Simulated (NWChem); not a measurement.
System: CH5FOSi; SMILES CO[SiH2]F

NWChem input:

```
start job
memory heap 200 mb stack 900 mb global 1100 mb
geometry units angstroms noautoz
  Si    -0.511511     0.649661    -0.040011
  F      0.803593     1.583761    -0.002205
  O     -0.207182    -0.848160     0.561851
  C      0.531743    -1.848786    -0.130019
  H     -0.927037     0.552115    -1.463819
  H     -1.538142     1.249014     0.836080
  H      1.607694    -1.718728     0.035714
  H      0.230821    -2.825014     0.260344
  H      0.333399    -1.826191    -1.210574
end
basis spherical
  * library 6-31+g*
end
dft
  xc b3lyp
  iterations 150
end
tddft
  cis
  nroots 6
end
task tddft energy
```

Output (shortened):

```
             Northwest Computational Chemistry Package (NWChem) 7.3.0
             --------------------------------------------------------

 C1  symmetry detected

                             Geometry "geometry" -> ""
                             -------------------------

 Output coordinates in angstroms (scale by  1.889725989 to convert to a.u.)

  No.       Tag          Charge          X              Y              Z
 ---- ---------------- ---------- -------------- -------------- --------------
    1 Si                  14.0000    -0.52574529     0.63547038    -0.12246450
    2 F                    9.0000     0.77799883     1.55567089     0.11618364
    3 O                    8.0000    -0.30663594    -0.88597378     0.45677683
    4 C                    6.0000     0.50966955    -1.86734594    -0.17290618
    5 H                    1.0000    -0.75790105     0.59362978    -1.59003370
    6 H                    1.0000    -1.65251914     1.21173411     0.63847667
    7 H                    1.0000     1.55649550    -1.75312533     0.13231860
    8 H                    1.0000     0.15747658    -2.85439730     0.13958086
    9 H                    1.0000     0.44996284    -1.80359865    -1.26826976

 Effective nuclear repulsion energy (a.u.)     180.6222774448

                                 NWChem DFT Module
                                 -----------------

 Summary of "ao basis" -> "ao basis" (spherical)
 ------------------------------------------------------------------------------
       Tag                 Description            Shells   Functions and Types
 ---------------- ------------------------------  ------  ---------------------
 Si                         6-31+g*                 10       22   5s4p1d
 F                          6-31+g*                  8       18   4s3p1d
 O                          6-31+g*                  8       18   4s3p1d
 C                          6-31+g*                  8       18   4s3p1d
 H                          6-31+g*                  2        2   2s

            General Information
            -------------------
          SCF calculation type: DFT
          Wavefunction type:  closed shell.
          No. of atoms     :     9
          No. of electrons :    42
           Alpha electrons :    21
            Beta electrons :    21
          Charge           :     0
          Spin multiplicity:     1
          Use of symmetry is: off; symmetry adaption is: off
          Maximum number of iterations: 150
          AO basis - number of functions:    86
                     number of shells:    44
          Convergence on energy requested:  1.00D-06
          Convergence on density requested:  1.00D-05
          Convergence on gradient requested:  5.00D-04

              XC Information
              --------------
                         B3LYP Method XC Potential
                     Hartree-Fock (Exact) Exchange  0.200
                        Slater Exchange Functional  0.800 local
                    Becke 1988 Exchange Functional  0.720 non-local
              Lee-Yang-Parr Correlation Functional  0.810
                  VWN I RPA Correlation Functional  0.190 local

             Grid Information
             ----------------
          Grid used for XC integration:  medium
          Radial quadrature: Mura-Knowles
          Angular quadrature: Lebedev.
          Tag              B.-S. Rad. Rad. Pts. Rad. Cut. Ang. Pts.
          ---              ---------- --------- --------- ---------
          Si                  1.10       88          12.0       590
          F                   0.50       49          12.0       434
          O                   0.60       49          10.0       434
          C                   0.70       49          13.0       434
          H                   0.35       45          12.0       434
          Grid pruning is: on
          Number of quadrature shells:   460
          Spatial weights used:  Erf1

      Superposition of Atomic Density Guess
      -------------------------------------

 Sum of atomic energies:        -503.10742998

      Non-variational initial energy
      ------------------------------

 Total energy =    -504.522264
 1-e energy   =   -1054.407912
 2-e energy   =     369.263371
 HOMO         =      -0.395855
 LUMO         =       0.036394

   convergence    iter        energy       DeltaE   RMS-Dens  Diis-err
 ---------------- ----- ----------------- --------- --------- ---------
 d= 0,ls=0.0,diis     1   -505.6860001850 -6.86D+02  1.49D-02  7.53D-01
 d= 0,ls=0.0,diis     2   -505.6298629790  5.61D-02  8.04D-03  1.58D+00
 d= 0,ls=0.0,diis     3   -505.7687371886 -1.39D-01  1.20D-03  2.12D-02
 d= 0,ls=0.0,diis     4   -505.7703040422 -1.57D-03  4.93D-04  3.03D-03
 d= 0,ls=0.0,diis     5   -505.7706341200 -3.30D-04  1.39D-04  4.01D-04
  Resetting Diis
 d= 0,ls=0.0,diis     6   -505.7706719921 -3.79D-05  3.48D-05  2.58D-05
 d= 0,ls=0.0,diis     7   -505.7706742661 -2.27D-06  1.97D-05  1.60D-06
 d= 0,ls=0.0,diis     8   -505.7706741567  1.09D-07  1.02D-05  2.84D-06
 d= 0,ls=0.0,diis     9   -505.7706744462 -2.89D-07  1.69D-06  6.02D-08

         Total DFT energy =     -505.770674446227
      One electron energy =    -1057.486934731741
           Coulomb energy =      418.460378790743
    Exchange-Corr. energy =      -47.366395950043
 Nuclear repulsion energy =      180.622277444814

 Numeric. integr. density =       41.999994558708

                       DFT Final Molecular Orbital Analysis
                       ------------------------------------

 Vector   19  Occ=2.000000D+00  E=-3.569940D-01
              MO Center= -5.5D-01,  2.1D-01, -1.2D-02, r^2= 3.8D+00
   Bfn.  Coefficient  Atom+Function         Bfn.  Coefficient  Atom+Function
  ----- ------------  ---------------      ----- ------------  ---------------
    80      0.257187  6 H  s                  9      0.231357  1 Si pz
    79      0.223740  6 H  s                 27     -0.192825  2 F  pz
    78     -0.181352  5 H  s                 45      0.178950  3 O  pz
     8      0.174739  1 Si py                 7     -0.154510  1 Si px
    77     -0.150887  5 H  s                 44     -0.148601  3 O  py

 Vector   20  Occ=2.000000D+00  E=-3.280756D-01
              MO Center= -3.1D-01, -6.2D-01,  1.0D-02, r^2= 3.0D+00
   Bfn.  Coefficient  Atom+Function         Bfn.  Coefficient  Atom+Function
  ----- ------------  ---------------      ----- ------------  ---------------
    45      0.309772  3 O  pz                43     -0.265440  3 O  px
    44     -0.214665  3 O  py                78      0.211649  5 H  s
    49      0.204027  3 O  pz                 9     -0.197404  1 Si pz
    47     -0.188062  3 O  px                77      0.158916  5 H  s
    80     -0.156689  6 H  s                 84     -0.149235  8 H  s

[...]

                                NWChem TDDFT Module
                                -------------------

            General Information
            -------------------
           No. of orbitals :     172
            Alpha orbitals :      86
             Beta orbitals :      86
        Alpha frozen cores :       0
         Beta frozen cores :       0
     Alpha frozen virtuals :       0
      Beta frozen virtuals :       0
         Spin multiplicity :       1
    Number of AO functions :      86
        Use of symmetry is : off
      Symmetry adaption is : off
         Schwarz screening :  0.10D-07

              XC Information
              --------------
                  B3LYP Method XC Potential
              Hartree-Fock (Exact) Exchange   0.20
                 Slater Exchange Functional   0.80 local
             Becke 1988 Exchange Functional   0.72 non-local
       Lee-Yang-Parr Correlation Functional   0.81
           VWN I RPA Correlation Functional   0.19 local

             TDDFT Information
             -----------------
          Calculation type : Tamm-Dancoff TDDFT
         Wavefunction type : Restricted singlets & triplets
          No. of electrons :      42
           Alpha electrons :      21
            Beta electrons :      21
              No. of roots :       6
          Max subspacesize :    5200
            Max iterations :     100
               Target root :       1
           Target symmetry : none
      Symmetry restriction : off
                 Algorithm : Optimal
        Davidson threshold :  0.10D-03

    6 smallest eigenvalue differences (eV)
--------------------------------------------------------
  No. Spin  Occ  Vir  Irrep   E(Occ)    E(Vir)   E(Diff)
--------------------------------------------------------
    1    1   21   22 a        -0.314     0.001     8.591
    2    1   21   23 a        -0.314     0.004     8.654
    3    1   21   24 a        -0.314     0.012     8.890
    4    1   20   22 a        -0.328     0.001     8.964
    5    1   20   23 a        -0.328     0.004     9.027
    6    1   21   25 a        -0.314     0.026     9.249
--------------------------------------------------------

  Entering Davidson iterations
  Restricted singlet excited states

  Iter   NTrls   NConv    DeltaV     DeltaE      Time
  ----  ------  ------  ---------  ---------  ---------
    1      6       0     0.83E-01   0.10+100        9.0
    2     12       0     0.14E-01   0.56E-02        8.8
    3     18       0     0.68E-02   0.56E-03        8.9
    4     24       0     0.26E-01   0.13E-02        8.9
    5     30       0     0.69E-02   0.14E-02        8.8
    6     36       3     0.34E-02   0.15E-03        8.9
    7     39       5     0.11E-02   0.27E-04        7.7
    8     40       5     0.25E-03   0.25E-05        6.8
    9     41       6     0.55E-04   0.11E-06        6.8
  ----  ------  ------  ---------  ---------  ---------
  Convergence criterion met

  Ground state a        -505.770674446227 a.u.

  ----------------------------------------------------------------------------
  Root   1 singlet a              0.278425221 a.u.                7.5763 eV
  ----------------------------------------------------------------------------
     Transition Moments    X -0.01693   Y  0.00149   Z  0.05728
     Dipole Oscillator Strength                    0.0006625948
     Electric Quadrupole                           0.0000003220
     Magnetic Dipole                               0.0000005544
     Total Oscillator Strength                     0.0006634713

     Occ.   21  a   ---  Virt.   22  a        0.81245
     Occ.   21  a   ---  Virt.   23  a        0.50250
     Occ.   21  a   ---  Virt.   24  a        0.26557
     Occ.   21  a   ---  Virt.   25  a        0.06959
     Occ.   21  a   ---  Virt.   30  a        0.06157
  ----------------------------------------------------------------------------
  Root   2 singlet a              0.284603520 a.u.                7.7445 eV
  ----------------------------------------------------------------------------
     Transition Moments    X  0.10123   Y -0.35739   Z  0.00688
     Dipole Oscillator Strength                    0.0261877350
     Electric Quadrupole                           0.0000001088
     Magnetic Dipole                               0.0000015481
     Total Oscillator Strength                     0.0261893919

     Occ.   20  a   ---  Virt.   22  a        0.28268
     Occ.   20  a   ---  Virt.   23  a       -0.17010
     Occ.   20  a   ---  Virt.   24  a        0.15603
     Occ.   20  a   ---  Virt.   30  a        0.05516
     Occ.   21  a   ---  Virt.   22  a        0.48159
     Occ.   21  a   ---  Virt.   23  a       -0.78107
     Occ.   21  a   ---  Virt.   25  a       -0.07360
  ----------------------------------------------------------------------------
  Root   3 singlet a              0.291463551 a.u.                7.9311 eV
  ----------------------------------------------------------------------------
     Transition Moments    X -0.20076   Y -0.00688   Z -0.27834
     Dipole Oscillator Strength                    0.0228944045
     Electric Quadrupole                           0.0000001797
     Magnetic Dipole                               0.0000003807
     Total Oscillator Strength                     0.0228949649

     Occ.   20  a   ---  Virt.   22  a        0.19692
     Occ.   20  a   ---  Virt.   23  a        0.28652
     Occ.   20  a   ---  Virt.   24  a        0.13052
     Occ.   21  a   ---  Virt.   22  a       -0.22211
     Occ.   21  a   ---  Virt.   23  a       -0.11761
     Occ.   21  a   ---  Virt.   24  a        0.86535
     Occ.   21  a   ---  Virt.   25  a        0.19548
     Occ.   21  a   ---  Virt.   32  a        0.05145
  ----------------------------------------------------------------------------
  Root   4 singlet a              0.293673290 a.u.                7.9913 eV
  ----------------------------------------------------------------------------
     Transition Moments    X -0.07829   Y  0.21476   Z  0.28410
     Dipole Oscillator Strength                    0.0260311395
     Electric Quadrupole                           0.0000002592
     Magnetic Dipole                               0.0000005894
     Total Oscillator Strength                     0.0260319880

     Occ.   19  a   ---  Virt.   22  a        0.05954
     Occ.   20  a   ---  Virt.   22  a        0.75299
     Occ.   20  a   ---  Virt.   23  a        0.43584
     Occ.   20  a   ---  Virt.   24  a        0.25119
     Occ.   20  a   ---  Virt.   25  a        0.10502
     Occ.   21  a   ---  Virt.   23  a        0.22773
     Occ.   21  a   ---  Virt.   24  a       -0.31785
  ----------------------------------------------------------------------------
  Root   5 singlet a              0.294745156 a.u.                8.0204 eV
  ----------------------------------------------------------------------------
     Transition Moments    X  0.30140   Y -0.15098   Z  0.02880
     Dipole Oscillator Strength                    0.0224916952
     Electric Quadrupole                           0.0000001392
     Magnetic Dipole                               0.0000014290
     Total Oscillator Strength                     0.0224932634

     Occ.   19  a   ---  Virt.   23  a       -0.06742
     Occ.   20  a   ---  Virt.   22  a       -0.49934
     Occ.   20  a   ---  Virt.   23  a        0.77816
     Occ.   20  a   ---  Virt.   24  a        0.14956
     Occ.   20  a   ---  Virt.   29  a        0.06314
     Occ.   20  a   ---  Virt.   31  a       -0.06357
     Occ.   21  a   ---  Virt.   22  a        0.17385
     Occ.   21  a   ---  Virt.   23  a       -0.19918
     Occ.   21  a   ---  Virt.   24  a       -0.12263
     Occ.   21  a   ---  Virt.   25  a       -0.11846
  ----------------------------------------------------------------------------
  Root   6 singlet a              0.307372386 a.u.                8.3640 eV
  ----------------------------------------------------------------------------
     Transition Moments    X  0.11160   Y  0.18734   Z -0.42135
     Dipole Oscillator Strength                    0.0461237556
     Electric Quadrupole                           0.0000003665
     Magnetic Dipole                               0.0000004095
     Total Oscillator Strength                     0.0461245316

     Occ.   19  a   ---  Virt.   22  a       -0.08173
     Occ.   19  a   ---  Virt.   23  a       -0.07983
     Occ.   19  a   ---  Virt.   25  a        0.06795
     Occ.   20  a   ---  Virt.   22  a       -0.20660
     Occ.   20  a   ---  Virt.   23  a       -0.26302
     Occ.   20  a   ---  Virt.   24  a        0.90096
     Occ.   20  a   ---  Virt.   25  a        0.14780
     Occ.   21  a   ---  Virt.   22  a       -0.10307
     Occ.   21  a   ---  Virt.   23  a        0.09512

              Target root =      1
          Target symmetry = none
      Ground state energy =   -505.770674446227
        Excitation energy =      0.278425221047
     Excited state energy =   -505.492249225180

  stored tddft:energy   -505.49224922517971

[...]
```

Level: B3LYP/6-31+G* (spherical d), TDA. Geometry: optimised at B3LYP/6-31G* (spherical d).
